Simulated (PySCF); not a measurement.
# Copper: a sound run and one with changed settings

Sound run: Cu²⁺ [Ar] 3d9, Cu³⁺ [Ar] 3d8. Calculation: PySCF 2.14, in def2-TZVP (6s4p4d1f, 45 functions); the non-relativistic Hamiltonian (point nucleus). In the sound run the correlated levels freeze [Ar]. The sound run starts from symmetry-adapted Hartree-Fock orbitals and uses a fine grid where one is needed.

Changed run: the spin-free X2C one-electron Hamiltonian (Gaussian nucleus). This setting is unsound on purpose.

```json
{"species": "Cu²⁺", "method": "UHF", "sound run (hartree)": "-1638.04586", "changed run (hartree)": "-1649.52114", "converged": "yes"}
{"species": "Cu²⁺", "method": "MN15", "sound run (hartree)": "-1639.69760", "changed run (hartree)": "-1651.14304", "converged": "yes"}
{"species": "Cu²⁺", "method": "B3LYP", "sound run (hartree)": "-1639.48206", "changed run (hartree)": "-1650.95196", "converged": "yes"}
{"species": "Cu²⁺", "method": "MP2", "sound run (hartree)": "-1638.30395", "changed run (hartree)": "-1649.78157", "converged": "yes"}
{"species": "Cu³⁺", "method": "UHF", "sound run (hartree)": "-1636.78451", "changed run (hartree)": "-1648.27286", "converged": "yes"}
{"species": "Cu³⁺", "method": "MN15", "sound run (hartree)": "-1638.29221", "changed run (hartree)": "-1649.75031", "converged": "yes"}
{"species": "Cu³⁺", "method": "B3LYP", "sound run (hartree)": "-1638.10836", "changed run (hartree)": "-1649.58992", "converged": "yes"}
{"species": "Cu³⁺", "method": "MP2", "sound run (hartree)": "-1636.95815", "changed run (hartree)": "-1648.44785", "converged": "yes"}
```

Ionisation energy of Cu²⁺:

| method | sound run (eV) | changed run (eV) |
| --- | --- | --- |
| UHF | 34.323 | 33.967 |
| MN15 | 38.243 | 37.898 |
| B3LYP | 37.380 | 37.063 |
| MP2 | 36.621 | 36.292 |
| SCS-MP2 | 36.398 | 36.067 |

Most of the change in total energy is the relativistic energy itself. On top of that the contraction fixes the core shape for the Hamiltonian it was made with, so the changed run is not a good calculation with the other Hamiltonian either.

For comparison, NIST gives 36.841 ± 0.012 eV between the lowest levels.
